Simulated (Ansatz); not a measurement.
Molecule: C2HF2 (charge -1, singlet). It need not be the lowest isomer of its formula. Whether it binds its extra electron was not tested at this geometry. 
Geometry from a B3LYP-D3(BJ)/def2-TZVP (Ansatz, a first-principles code) optimisation:
```
C
C 1 1.3353
H 1 1.0894 2 129.85
F 1 1.4010 3 110.03 2 180.00
F 2 1.4570 1 106.03 3 0.00
```
Charge -1, spin multiplicity 1.

Basis-set convergence of Hartree-Fock and CCSD(T) correlation energies (hartree) with Ansatz. Cores are frozen in the correlated levels unless marked. Spin-orbit coupling is left out. No relativistic terms.

| basis | functions | E(HF) | E(corr, CCSD(T)) | rough core time |
|---|---|---|---|---|
| aug-cc-pVDZ | 101 | -275.13498 | -0.72805 | under 20 s |
| aug-cc-pVTZ | 207 | ___ | ___ | 70 s |

**Question.** Complete the blanks.

**Answer.** 
- aug-cc-pVTZ, E(HF): -275.20442
- aug-cc-pVTZ, E(corr, CCSD(T)): -0.88913
